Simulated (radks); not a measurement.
Problem. These are the eigenvalues of the occupied orbitals of an atom or ion with whole-number occupations (hartree). Method: Dirac Kohn-Sham, LB94 model potential, spin-unpolarised, spherical densities, finite nucleus; Fermi nuclear charge, rms radius of each element as measured or else 0.836 A^(1/3) + 0.57 fm; computed with a radial shooting solver on a logarithmic mesh with Libxc functionals.

1s1/2: -937.5103
2s1/2: -140.5828
2p1/2: -131.0140
2p3/2: -124.4939
3s1/2: -27.96213
3p1/2: -24.11548
3p3/2: -22.97198
3d3/2: -16.13463
3d5/2: -15.90172
4s1/2: -5.86507
4p1/2: -4.64143
4p3/2: -4.44151
4d3/2: -2.54566
4d5/2: -2.51869

Which element is it, and in what charge state? The configuration may be excited. Open shells, if any, fill j = l - 1/2 first.

Solution. Z = 47, silver, charge +4: Ag4+ in [Kr] 4d7. The list shows which subshells hold electrons but not how many an open one holds; the 1s level, -937.51 hartree, gives Z - s = 43.3 by -(Z - s)^2/2, which with screening and relativity narrows Z to a few neighbours, and the depths of the outer levels then fix element, charge and occupations together.
